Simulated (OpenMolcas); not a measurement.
Pd3+ among 4 point charges of -2.5 e arranged as a tetrahedron (Td), 1.94 Å from the ion.
```
   1.1201    1.1201    1.1201  -2.50
   1.1201   -1.1201   -1.1201  -2.50
  -1.1201    1.1201   -1.1201  -2.50
  -1.1201   -1.1201    1.1201  -2.50
```

```
Program             : OpenMolcas
Method              : SS-CASPT2, IPEA 0.25 Eh, imaginary shift 0.1 Eh (closed shells correlated: 4s 4p)
Basis               : ANO-RCC-VDZP [6s5p3d1f]
Scalar Hamiltonian  : DKH2, point nucleus
Active space        : 7 electrons in 5 orbitals (4d)
State averaging     : 2S+1 = 4 even, 10 roots; 2S+1 = 2 even, 40 roots
Spin-orbit coupling : RASSI with atomic mean-field integrals over the reference wave functions
```

Question: What is the spin-free ground state (labels of Td)?

Answer: 4A2, 1-fold in its orbital part, 100 % from free-ion F terms; it has the highest spin that d7 allows.

Question: Where is the first state of the same spin?

Answer: 4T2 at 3510 cm-1 above the ground state.

Question: What are the lowest two levels with spin-orbit coupling?

Answer: A 4-fold level Γ8, then a 4-fold level Γ8 2870 cm-1 above it. Their leading multiplicities are 4 (98 %) and 4 (97 %).

Question: What is χT at 300 K, and how does it compare with the textbook value?

Answer: The lowest level has 2S+1 = 4, for which the spin-only value is χT = S(S+1) / 2 = 1.875 cm3 K/mol (g = 2). The computed 3.812 at 300 K differs by +1.937, through orbital momentum, spin-orbit coupling and any other state in reach.

Roots that are degenerate in the reference are averaged as groups; the widest CASPT2 spread within a group is 410 cm-1 (the 3-fold group of multiplicity 4 near 3510 cm-1 above the lowest state of its run). Shifts and gaps below about the spread of the groups concerned are not significant. Free-ion shares, where given, are those of the reference states; single-state CASPT2 does not remix them. Point charges carry no covalency, so the field is a model and not that of real ligands. No measured value stands beside these numbers.
